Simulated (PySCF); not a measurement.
## Vibration and rotation of RuCl

UHF-CCSD(T) constants of RuCl, quartet, unpaired electrons σ ↑, π ↑, δ ↑ (basis Ru x2c-SVPall, Cl x2c-SVPall; spin-free X2C with a Gaussian nucleus; PySCF 2.14; masses 101.9043 and 34.9689 u):

```
ωe                      : 356.4 cm⁻¹
ωexe                    : 0.961 cm⁻¹
Be                      : 0.12257 cm⁻¹
αe                      : 0.000524 cm⁻¹
D (centrifugal)         : 5.8e-08 cm⁻¹
De to Ru (4d7 5s1) + Cl : 3.15 eV
```

Task: Give the vibrational terms G(v) and spacings up to v = 6.

Result: G(v) = ωe(v+½) − ωexe(v+½)².

```tsv
v	G(v) (cm⁻¹)	G(v) − G(v−1)	Bv (cm⁻¹)
0	178.0		0.1223
1	532.4	354.5	0.1218
2	885.0	352.6	0.1213
3	1235.6	350.6	0.1207
4	1584.3	348.7	0.1202
5	1931.1	346.8	0.1197
6	2276.0	344.9	0.1192
```

Task: How well does the Morse estimate ωe²/(4ωexe) reproduce De, and what is D0?

Result: It gives 4.10 eV, 130 % of the computed De. D0 = De − G(0) = 3.15 − 0.02 = 3.13 eV.

Correlated steps freeze 19 core orbitals. Correlated levels converge slowly with the basis: in double zeta they bind strong bonds too weakly, by up to about 1 eV, and carry superposition errors of some tenths. Spin–orbit coupling is left out, which matters for elements this heavy, above all for dissociation energies. With d or f electrons several states lie close, and the lowest PBE0 determinant need not be the measured ground state.
